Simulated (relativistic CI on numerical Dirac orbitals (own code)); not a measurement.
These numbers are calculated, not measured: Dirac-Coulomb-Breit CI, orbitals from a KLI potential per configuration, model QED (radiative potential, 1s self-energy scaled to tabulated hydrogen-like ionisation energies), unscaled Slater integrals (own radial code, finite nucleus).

The strongest absorption lines from the ground level of an ion, among the configurations computed and to levels below about 64.1 eV (vacuum wavelength in nm, gf): 20.740 (0.73), 21.596 (2.3), 21.864 (0.35), 22.071 (0.26), 22.268 (1.3), 22.303 (0.8), 22.573 (0.46), 22.742 (0.23).

Which ion is it?
A. Au VI
B. Bi XII
C. Bi VIII
D. Bi X

D. Bi X has 74 electrons and the ground level 5s2 5p6 5d6 5D_4; the strongest line goes to 5s2 5p6 5d5 6p 5P°_3. The pattern of lines fixes the number of electrons, and along that sequence the line energies rise steadily with the charge (about as its square where n changes within one kind of shell, about linearly where n is kept but much faster in heavy ions where fine structure, which grows about as Z⁴, sets the gap, and irregularly where shells cross), which fixes Z. Configurations outside the model, such as inner-shell arrays, can give stronger lines. At this charge energies of transitions that change n are usually good to better than 1 %, and those within a shell (Δn = 0) to a few per cent. Terms inside the open d or f shell come out 10 to 20 % too wide with unscaled integrals. Levels and lines within the n = 5 or 6 shells can be off by up to 10 % or somewhat more, and those that change n by about 2 %, since core polarisation is missing.

LS names give the leading component of a level, which can be under half, so a name can repeat, a term be missing and a line seem to break the LS rules.
